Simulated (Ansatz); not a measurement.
Correlation energies of BrF₃Si, SMILES `F[Si](F)(F)Br` by basis set

```json
{"atom": "F1", "x (Å)": "-1.020", "y (Å)": "1.234", "z (Å)": "0.127"}
{"atom": "Si2", "x (Å)": "-0.069", "y (Å)": "0.004", "z (Å)": "-0.075"}
{"atom": "F3", "x (Å)": "0.635", "y (Å)": "0.148", "z (Å)": "-1.468"}
{"atom": "F4", "x (Å)": "-0.943", "y (Å)": "-1.297", "z (Å)": "-0.095"}
{"atom": "Br5", "x (Å)": "1.398", "y (Å)": "-0.090", "z (Å)": "1.511"}
```

The species carries charge 0 and has multiplicity 1. Correlated methods include outer-core shells of Br, which these sets cover unevenly. Scalar relativity is left out up to krypton. The geometry is a stationary point of PBE0-D4/def2-TZVP. Frozen core, restricted reference, the Gaussian-basis code of Ansatz.

| basis | HF (Eh) | MP2 corr. |
| --- | --- | --- |
| def2-SVP | -3159.25412 | -0.86934 |
| def2-TZVPP | -3160.08545 | -1.12726 |
| def2-QZVPP | -3160.15946 | -1.52879 |

Estimate the CCSD correlation energy and the (T) correction in each basis where they were run (hartree).


```csv
basis,CCSD corr.,(T)
def2-SVP,-0.87632,-0.01467
def2-TZVPP,-1.13221,-0.03409
```
